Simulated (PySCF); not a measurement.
CH$_{5}$BCl, C$_{2}$H$_{8}$AlB, C$_{2}$H$_{7}$AlB, CH$_{5}$AlBO and others (calculated)

All values are calculated (PySCF 2.14.0). Calculation on a computer-drawn molecule: the log of a Hartree-Fock and frozen-core CCSD(T) single point meant for a local Hartree-Fock minimum, with one planted fault or none, to be diagnosed. Offsets are logged minus clean, where the clean run is the same molecule without the fault. The reference is restricted for singlets and unrestricted otherwise, and also for a bond in bohr or an excited solution. Adding or removing an electron swaps singlet and doublet. The excited solution moves the top pair (singlet) or top alpha electron (doublet) to the lowest empty orbital. Highest occupied and lowest empty are orbital energies over both spins, largest force is the largest gradient component, triples share is (T) over the correlation energy, the T1 limit is 0.02 restricted and 0.045 unrestricted, electrons count all cores, a negative frequency is imaginary (commonest isotopes), and the dipole is about the centre of nuclear charge.

Common to all runs: logged SCF converged yes; logged CC converged yes; logged SCF stable within its kind yes; possible faults no fault, one electron removed, one electron added, multiplicity raised by two, geometry at a saddle point, SCF held on an excited solution, minimal basis STO-3G, one bond length entered in bohr, all coordinates scaled.

(1) 
```xyz
8
formula=CH5BCl meant_charge=-1 meant_multiplicity=1 meant_basis=aug-cc-pV(D+d)Z logged_electrons=34 logged_basis_functions=24 logged_spin_squared=0 logged_highest_occupied=-2.1352 logged_lowest_empty=18.024 logged_largest_force=0.031131 logged_T1_diagnostic=0.0060126 logged_D1_diagnostic=0.025155 logged_triples_share=0.0065732 logged_dipole_magnitude=1.7543 logged_energy_HF=-519.24219 logged_energy_CCSD(T)=-519.37293 planted_fault=minimal_basis_STO-3G HF_energy_offset_from_clean_run=3637 CCSD(T)_energy_offset_from_clean_run=3861
C     -0.6163     0.3736     2.9203
B     -1.3961    -0.3335     1.6864
Cl    -1.6008    -2.3400     2.1499
H      0.3849    -0.0426     3.0801
H     -0.4921     1.4474     2.7127
H     -1.1619     0.2885     3.8670
H     -0.7657    -0.3392     0.6375
H     -2.5484     0.0517     1.5408
```

Units: logged_highest_occupied, logged_lowest_empty in eV; logged_largest_force in hartree/bohr; logged_dipole_magnitude in debye; logged_energy_HF, logged_energy_CCSD(T) in hartree; HF_energy_offset_from_clean_run, CCSD(T)_energy_offset_from_clean_run in kcal/mol.

Drawn bonds:
| atom | other atom | order |
| --- | --- | --- |
| 1 | 2 | 1 |
| 2 | 3 | 1 |
| 1 | 4 | 1 |
| 1 | 5 | 1 |
| 1 | 6 | 1 |
| 2 | 7 | 1 |
| 2 | 8 | 1 |

(2) 
```xyz
12
formula=C2H8AlB meant_charge=0 meant_multiplicity=1 meant_basis=cc-pV(D+d)Z logged_electrons=38 logged_basis_functions=105 logged_spin_squared=0 logged_highest_occupied=-9.4466 logged_lowest_empty=1.501 logged_largest_force=0.022595 logged_T1_diagnostic=0.010286 logged_D1_diagnostic=0.027467 logged_triples_share=0.027163 logged_dipole_magnitude=0.71397 logged_energy_HF=-346.95935 logged_energy_CCSD(T)=-347.4799 planted_fault=all_coordinates_scaled,by_+3.7_% HF_energy_offset_from_clean_run=7.494 CCSD(T)_energy_offset_from_clean_run=4.207
C     -2.3747    -0.8900    -3.1811
B     -2.0778     0.2581    -2.0439
Al    -0.0990     1.1873    -1.5427
C      1.1294     0.5090    -0.0501
H     -1.4733    -1.4387    -3.5918
H     -2.8579    -0.3345    -4.0548
H     -3.1461    -1.6497    -2.8393
H     -3.1025     0.6740    -1.4466
H      0.4252     2.5077    -2.3908
H      2.1456     0.2189    -0.4728
H      0.7226    -0.3886     0.5125
H      1.3267     1.3325     0.7100
```

Units: logged_highest_occupied, logged_lowest_empty in eV; logged_largest_force in hartree/bohr; logged_dipole_magnitude in debye; logged_energy_HF, logged_energy_CCSD(T) in hartree; HF_energy_offset_from_clean_run, CCSD(T)_energy_offset_from_clean_run in kcal/mol.

Drawn bonds:
| atom | other atom | order |
| --- | --- | --- |
| 1 | 2 | 1 |
| 2 | 3 | 1 |
| 3 | 4 | 1 |
| 1 | 5 | 1 |
| 1 | 6 | 1 |
| 1 | 7 | 1 |
| 2 | 8 | 1 |
| 3 | 9 | 1 |
| 4 | 10 | 1 |
| 4 | 11 | 1 |
| 4 | 12 | 1 |

(3) 
```xyz
11
formula=C2H7AlB meant_charge=0 meant_multiplicity=2 meant_basis=cc-pV(D+d)Z logged_electrons=37 logged_basis_functions=100 logged_spin_squared=0.7978 logged_highest_occupied=-7.2362 logged_lowest_empty=1.1943 logged_largest_force=0.01719 logged_T1_diagnostic=0.019708 logged_D1_diagnostic=0.095964 logged_triples_share=0.029212 logged_dipole_magnitude=0.41018 logged_energy_HF=-346.36356 logged_energy_CCSD(T)=-346.85948 planted_fault=all_coordinates_scaled,by_+2.5_% HF_energy_offset_from_clean_run=3.182 CCSD(T)_energy_offset_from_clean_run=1.086
C     -1.2566     1.1275    -1.0501
B     -0.6139     0.1773     0.1008
Al     0.8594     0.7638     1.6327
C      2.8717     0.4880     1.5474
H     -1.2455     0.5867    -2.0359
H     -0.7766     2.1287    -1.1906
H     -2.3437     1.2955    -0.8102
H     -1.1143    -0.9534     0.2073
H      3.3011     0.9961     0.6402
H      3.1102    -0.6069     1.4467
H      3.4165     0.8747     2.4472
```

Units: logged_highest_occupied, logged_lowest_empty in eV; logged_largest_force in hartree/bohr; logged_dipole_magnitude in debye; logged_energy_HF, logged_energy_CCSD(T) in hartree; HF_energy_offset_from_clean_run, CCSD(T)_energy_offset_from_clean_run in kcal/mol.

Drawn bonds:
| atom | other atom | order |
| --- | --- | --- |
| 1 | 2 | 1 |
| 2 | 3 | 1 |
| 3 | 4 | 1 |
| 1 | 5 | 1 |
| 1 | 6 | 1 |
| 1 | 7 | 1 |
| 2 | 8 | 1 |
| 4 | 9 | 1 |
| 4 | 10 | 1 |
| 4 | 11 | 1 |

(4) 
```xyz
11
formula=C2H7AlB meant_charge=0 meant_multiplicity=2 meant_basis=cc-pV(D+d)Z logged_electrons=37 logged_basis_functions=31 logged_spin_squared=0.785 logged_highest_occupied=-3.8401 logged_lowest_empty=7.4891 logged_largest_force=0.028736 logged_T1_diagnostic=0.020743 logged_D1_diagnostic=0.12121 logged_triples_share=0.0099505 logged_dipole_magnitude=1.6945 logged_energy_HF=-342.20553 logged_energy_CCSD(T)=-342.42155 planted_fault=minimal_basis_STO-3G HF_energy_offset_from_clean_run=2612 CCSD(T)_energy_offset_from_clean_run=2786
C     -1.2260     1.1000    -1.0245
B     -0.5990     0.1730     0.0983
Al     0.8384     0.7451     1.5929
C      2.8017     0.4761     1.5096
H     -1.2152     0.5724    -1.9863
H     -0.7576     2.0767    -1.1616
H     -2.2865     1.2639    -0.7904
H     -1.0872    -0.9302     0.2022
H      3.2206     0.9718     0.6246
H      3.0343    -0.5921     1.4114
H      3.3331     0.8534     2.3875
```

Units: logged_highest_occupied, logged_lowest_empty in eV; logged_largest_force in hartree/bohr; logged_dipole_magnitude in debye; logged_energy_HF, logged_energy_CCSD(T) in hartree; HF_energy_offset_from_clean_run, CCSD(T)_energy_offset_from_clean_run in kcal/mol.

Drawn bonds:
| atom | other atom | order |
| --- | --- | --- |
| 1 | 2 | 1 |
| 2 | 3 | 1 |
| 3 | 4 | 1 |
| 1 | 5 | 1 |
| 1 | 6 | 1 |
| 1 | 7 | 1 |
| 2 | 8 | 1 |
| 4 | 9 | 1 |
| 4 | 10 | 1 |
| 4 | 11 | 1 |

(5) 
```xyz
9
formula=CH5AlBO meant_charge=0 meant_multiplicity=2 meant_basis=cc-pV(D+d)Z logged_electrons=38 logged_basis_functions=90 logged_spin_squared=0 logged_highest_occupied=-0.018585 logged_lowest_empty=6.9982 logged_largest_force=0.028846 logged_T1_diagnostic=0.026817 logged_D1_diagnostic=0.11182 logged_triples_share=0.028941 logged_dipole_magnitude=5.4383 logged_energy_HF=-382.22571 logged_energy_CCSD(T)=-382.77761 planted_fault=one_electron_added HF_energy_offset_from_clean_run=18.79 CCSD(T)_energy_offset_from_clean_run=-4.9
C     -0.4135     0.0490    -0.2798
B      0.8352     0.1602    -1.2457
Al     1.4423     1.9336    -2.3412
O      2.6588     3.0250    -1.8807
H     -1.1918    -0.5349    -0.7900
H     -0.1451    -0.5334     0.6099
H     -0.8591     0.9920     0.0424
H      1.3850    -0.8758    -1.5393
H      3.2293     3.0380    -1.1303
```

Units: logged_highest_occupied, logged_lowest_empty in eV; logged_largest_force in hartree/bohr; logged_dipole_magnitude in debye; logged_energy_HF, logged_energy_CCSD(T) in hartree; HF_energy_offset_from_clean_run, CCSD(T)_energy_offset_from_clean_run in kcal/mol.

Drawn bonds:
| atom | other atom | order |
| --- | --- | --- |
| 1 | 2 | 1 |
| 2 | 3 | 1 |
| 3 | 4 | 1 |
| 1 | 5 | 1 |
| 1 | 6 | 1 |
| 1 | 7 | 1 |
| 2 | 8 | 1 |
| 4 | 9 | 1 |

Notes: T1 above single-reference limit.

(6) 
```xyz
8
formula=CH4AlBO meant_charge=0 meant_multiplicity=1 meant_basis=cc-pV(D+d)Z logged_electrons=36 logged_basis_functions=85 logged_spin_squared=1.2096 logged_highest_occupied=-7.4527 logged_lowest_empty=0.69934 logged_largest_force=0.025767 logged_T1_diagnostic=0.083942 logged_D1_diagnostic=0.37351 logged_triples_share=0.037697 logged_dipole_magnitude=1.2933 logged_energy_HF=-381.55874 logged_energy_CCSD(T)=-382.06646 planted_fault=one_bond_length_entered_in_bohr,row_7_of_the_drawn_bonds HF_energy_offset_from_clean_run=70.17 CCSD(T)_energy_offset_from_clean_run=76.07
C     -0.3670     0.1950     0.4081
B      0.6295    -0.8795     1.0285
O      0.5912    -0.9697     2.3925
Al     1.9673    -2.1195    -0.3451
H      0.1737     0.9225    -0.2107
H     -0.9292     0.7414     1.1717
H     -1.0851    -0.2917    -0.2650
H      1.6999    -2.1765     3.0943
```

Units: logged_highest_occupied, logged_lowest_empty in eV; logged_largest_force in hartree/bohr; logged_dipole_magnitude in debye; logged_energy_HF, logged_energy_CCSD(T) in hartree; HF_energy_offset_from_clean_run, CCSD(T)_energy_offset_from_clean_run in kcal/mol.

Drawn bonds:
| atom | other atom | order |
| --- | --- | --- |
| 1 | 2 | 1 |
| 2 | 3 | 1 |
| 2 | 4 | 1 |
| 1 | 5 | 1 |
| 1 | 6 | 1 |
| 1 | 7 | 1 |
| 3 | 8 | 1 |

Notes: T1 above single-reference limit.

(7) 
```xyz
12
formula=CH8AlBSi meant_charge=0 meant_multiplicity=1 meant_basis=cc-pV(D+d)Z logged_electrons=46 logged_basis_functions=114 logged_spin_squared=2.0197 logged_highest_occupied=-7.0947 logged_lowest_empty=-0.64032 logged_largest_force=0.02443 logged_T1_diagnostic=0.017376 logged_D1_diagnostic=0.084135 logged_triples_share=0.027846 logged_dipole_magnitude=1.4663 logged_energy_HF=-597.93873 logged_energy_CCSD(T)=-598.41122 planted_fault=multiplicity_raised_by_two HF_energy_offset_from_clean_run=50.83 CCSD(T)_energy_offset_from_clean_run=55.3
C     -2.1416     1.7855     2.1406
B     -1.1891     1.2877     0.9701
Al    -1.0306     2.3088    -0.9271
Si    -0.1241    -0.4339     1.3207
H     -1.8348     1.4836     3.1463
H     -2.3732     2.8533     2.1474
H     -3.0935     1.2626     1.9453
H      0.1358     3.3499    -1.2098
H     -2.0638     2.0239    -2.1004
H     -0.8307    -1.3731     2.2327
H      0.2239    -1.1809     0.0821
H      1.1562    -0.0395     1.9731
```

Units: logged_highest_occupied, logged_lowest_empty in eV; logged_largest_force in hartree/bohr; logged_dipole_magnitude in debye; logged_energy_HF, logged_energy_CCSD(T) in hartree; HF_energy_offset_from_clean_run, CCSD(T)_energy_offset_from_clean_run in kcal/mol.

Drawn bonds:
| atom | other atom | order |
| --- | --- | --- |
| 1 | 2 | 1 |
| 2 | 3 | 1 |
| 2 | 4 | 1 |
| 1 | 5 | 1 |
| 1 | 6 | 1 |
| 1 | 7 | 1 |
| 3 | 8 | 1 |
| 3 | 9 | 1 |
| 4 | 10 | 1 |
| 4 | 11 | 1 |
| 4 | 12 | 1 |

(8) 
```xyz
11
formula=C2H7AlB meant_charge=0 meant_multiplicity=2 meant_basis=cc-pV(D+d)Z logged_electrons=37 logged_basis_functions=100 logged_spin_squared=1.1275 logged_highest_occupied=-6.6901 logged_lowest_empty=1.32 logged_largest_force=0.006478 logged_T1_diagnostic=0.060939 logged_D1_diagnostic=0.29272 logged_triples_share=0.026413 logged_dipole_magnitude=2.8826 logged_energy_HF=-346.26793 logged_energy_CCSD(T)=-346.75116 planted_fault=one_bond_length_entered_in_bohr,row_2_of_the_drawn_bonds HF_energy_offset_from_clean_run=57.11 CCSD(T)_energy_offset_from_clean_run=60.68
C     -0.5308    -2.3546     1.6206
B     -0.7086    -0.8159     1.7435
Al    -1.2464     3.0103     2.1227
C     -2.6942     3.7575     3.2340
H      0.4213    -2.7199     2.0160
H     -0.6685    -2.7328     0.6035
H     -1.3265    -2.7969     2.2384
H     -0.2487     3.9688     1.3431
H     -3.3099     2.9926     3.7171
H     -2.2851     4.4008     4.0223
H     -3.3597     4.3873     2.6315
```

Units: logged_highest_occupied, logged_lowest_empty in eV; logged_largest_force in hartree/bohr; logged_dipole_magnitude in debye; logged_energy_HF, logged_energy_CCSD(T) in hartree; HF_energy_offset_from_clean_run, CCSD(T)_energy_offset_from_clean_run in kcal/mol.

Drawn bonds:
| atom | other atom | order |
| --- | --- | --- |
| 1 | 2 | 1 |
| 2 | 3 | 1 |
| 3 | 4 | 1 |
| 1 | 5 | 1 |
| 1 | 6 | 1 |
| 1 | 7 | 1 |
| 3 | 8 | 1 |
| 4 | 9 | 1 |
| 4 | 10 | 1 |
| 4 | 11 | 1 |

Notes: T1 above single-reference limit.

(9) 
```xyz
9
formula=CH5AlBO meant_charge=0 meant_multiplicity=2 meant_basis=cc-pV(D+d)Z logged_electrons=37 logged_basis_functions=90 logged_spin_squared=1.2366 logged_highest_occupied=-8.1048 logged_lowest_empty=1.183 logged_largest_force=0.041301 logged_T1_diagnostic=0.043485 logged_D1_diagnostic=0.21541 logged_triples_share=0.030057 logged_dipole_magnitude=1.3408 logged_energy_HF=-382.13759 logged_energy_CCSD(T)=-382.64597 planted_fault=one_bond_length_entered_in_bohr,row_4_of_the_drawn_bonds HF_energy_offset_from_clean_run=67.02 CCSD(T)_energy_offset_from_clean_run=67.83
C     -3.6531    -1.7639     0.8349
B     -2.8357    -0.7244     0.0204
Al    -1.7631     0.6143    -1.0974
O     -1.5001     0.2436    -2.7336
H     -5.4477    -1.0379     1.5586
H     -3.0931    -2.2261     1.6527
H     -3.8965    -2.5650     0.1207
H     -1.1877     1.9545    -0.4847
H     -1.0296     0.7557    -3.3693
```

Units: logged_highest_occupied, logged_lowest_empty in eV; logged_largest_force in hartree/bohr; logged_dipole_magnitude in debye; logged_energy_HF, logged_energy_CCSD(T) in hartree; HF_energy_offset_from_clean_run, CCSD(T)_energy_offset_from_clean_run in kcal/mol.

Drawn bonds:
| atom | other atom | order |
| --- | --- | --- |
| 1 | 2 | 1 |
| 2 | 3 | 1 |
| 3 | 4 | 1 |
| 1 | 5 | 1 |
| 1 | 6 | 1 |
| 1 | 7 | 1 |
| 3 | 8 | 1 |
| 4 | 9 | 1 |

(10) 
```xyz
9
formula=C2H5AlCl meant_charge=1 meant_multiplicity=1 meant_basis=cc-pV(D+d)Z logged_electrons=46 logged_basis_functions=99 logged_spin_squared=2.0163 logged_highest_occupied=-12.058 logged_lowest_empty=-8.1094 logged_largest_force=0.11459 logged_T1_diagnostic=0.022783 logged_D1_diagnostic=0.12456 logged_triples_share=0.030381 logged_dipole_magnitude=6.864 logged_energy_HF=-779.71183 logged_energy_CCSD(T)=-780.22953 planted_fault=multiplicity_raised_by_two HF_energy_offset_from_clean_run=107.7 CCSD(T)_energy_offset_from_clean_run=116.2
C     -0.2576     0.5035    -0.9201
C     -0.0348    -0.0572    -2.3393
Al     1.2292    -1.5288    -2.4757
Cl     2.5377    -3.0612    -2.6350
H     -0.6568    -0.2494    -0.2403
H     -0.9838     1.3142    -0.9805
H      0.6589     0.9102    -0.4923
H      0.3424     0.7102    -3.0229
H     -0.9648    -0.4368    -2.7749
```

Units: logged_highest_occupied, logged_lowest_empty in eV; logged_largest_force in hartree/bohr; logged_dipole_magnitude in debye; logged_energy_HF, logged_energy_CCSD(T) in hartree; HF_energy_offset_from_clean_run, CCSD(T)_energy_offset_from_clean_run in kcal/mol.

Drawn bonds:
| atom | other atom | order |
| --- | --- | --- |
| 1 | 2 | 1 |
| 2 | 3 | 1 |
| 3 | 4 | 1 |
| 1 | 5 | 1 |
| 1 | 6 | 1 |
| 1 | 7 | 1 |
| 2 | 8 | 1 |
| 2 | 9 | 1 |
